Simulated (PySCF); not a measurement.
**Electron correlation in Ba (barium, neutral)**

[Xe] 5d1 6s1, high-spin 3D determinant (an excited configuration). Computed with PySCF 2.14 in aug-cc-pVQZ-X2C (10s9p7d4f2g, 118 functions), with the spin-free X2C one-electron Hamiltonian (Gaussian nucleus). Frozen: [Xe]; 2 electrons correlated.

Total MP2 correlation energy: -3.64 mhartree.

Same-spin part -3.64 and opposite-spin part 0.00 mhartree; SCS-MP2 scales them by 1/3 and 6/5 to -1.21 mhartree.
